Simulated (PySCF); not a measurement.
Compound: C7H8Cl2O.
SMILES with atom numbers: `[CH2:1]=[CH:2]/[C:3]([C:4](=[O:5])[Cl:6])=[C:7](/[Cl:8])[CH2:9][CH3:10]` (hydrogens: H11, H12 on C1; H13 on C2; H14, H15 on C9; H16, H17, H18 on C10)

Method used: PySCF, PBE0-D3(BJ)/def2-SVP geometry optimisation, gas phase.

Task: Give the optimised bond lengths and angles.

Result: 
| bond | length (pm) |
| --- | --- |
| C1=C2 | 134.0 |
| C2–C3 | 145.8 |
| C3–C4 | 149.7 |
| C4=O5 | 118.1 |
| C4–Cl6 | 178.6 |
| C3=C7 | 135.0 |
| C7–Cl8 | 173.8 |
| C7–C9 | 149.4 |
| C9–C10 | 152.6 |
| C1–H11 | 109.3 |
| C1–H12 | 109.2 |
| C2–H13 | 109.3 |
| C9–H14, C9–H15 | 110.1 |
| C10–H16, C10–H17, C10–H18 | 110.0 |

Bonds in one row agree within 1 pm and their mean is given. A selection of angles:
| angle | degrees |
| --- | --- |
| C1–C2–C3 | 125.1 |
| C2–C3–C4 | 116.5 |
| C2–C3–C7 | 124.4 |
| C4–C3–C7 | 119.1 |
| C3–C4–O5 | 127.0 |
| C3–C4–Cl6 | 111.6 |
| O5–C4–Cl6 | 121.4 |
| C3–C7–Cl8 | 118.8 |
| C3–C7–C9 | 127.4 |
| Cl8–C7–C9 | 113.8 |
| C7–C9–C10 | 112.9 |

Dihedral angles: C1–C2–C3–C4 -1° (synperiplanar); C2–C3–C4–O5 92° (anticlinal); C2–C3–C7–Cl8 177° (antiperiplanar); C3–C7–C9–C10 106° (anticlinal). The mirror-image conformer, all signs reversed, is as good.

Of the pairs four or more bonds apart, H13···H14 is among the closest relative to their van der Waals radii: 2.01 Å, 84 % of the sum of Bondi's values. The 2 C–Cl bonds span 1.738 Å (C7–Cl8, drawn single) to 1.786 Å (C4–Cl6, drawn single), a spread of 0.048 Å. The 6 C–C bonds span 1.340 Å (C1=C2, drawn double) to 1.526 Å (C9–C10, drawn single), a spread of 0.186 Å.

Point group: C1 (no symmetry element, even within 0.4 Å). Whether it is a minimum is left open (no frequencies). The numbers are those of one conformer.
